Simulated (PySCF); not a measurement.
Sb(F)2(OMe) (CH₃F₂OSb), SMILES C[O][Sb]([F])[F]. Heavy atoms are numbered as in [Sb:1]([F:2])([F:3])[O:4][CH3:5]. Hydrogens are named by the atom that carries them.

Geometry: B3LYP-D3(BJ)/def2-SVP. The def2 effective core potentials stand for the cores of Sb; spin–orbit coupling is left out. The values are those of a single conformer.

These are PBE/def2-TZVP in PySCF values and carry that method's errors.

ESP charges are fitted to the potential on shells at 1.4 to 2.0 van der Waals radii. Atomic charges (e), one atom of each kind:

```json
[
 {"atom": "Sb1", "Mulliken": "1.14", "ESP fit": "0.70", "Löwdin": "0.74"},
 {"atom": "F2", "Mulliken": "-0.43", "ESP fit": "-0.28", "Löwdin": "-0.27"},
 {"atom": "O4", "Mulliken": "-0.46", "ESP fit": "-0.30", "Löwdin": "-0.13"},
 {"atom": "C5 (CH3)", "Mulliken": "-0.22", "ESP fit": "-0.18", "Löwdin": "-0.40"},
 {"atom": "H on C5", "Mulliken": "0.13", "ESP fit": "0.11", "Löwdin": "0.11"}
]
```
